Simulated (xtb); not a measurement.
Species: C2H3NO, SMILES `COC#N` (charge 0, multiplicity 1).

Task: Give a relaxed geometry from GFN2-xTB in xtb 6.7.1.

Result: the end point of this relaxation (outside a Z-matrix the atoms follow the SMILES, hydrogens last).
Cartesian coordinates (Å) in one orientation:
```xyz
7

C     -0.834     0.106    -0.038
O      0.270    -0.776    -0.216
C      1.434    -0.320     0.024
N      2.498     0.046     0.227
H     -0.896     0.446     0.998
H     -1.720    -0.473    -0.292
H     -0.751     0.970    -0.701
```
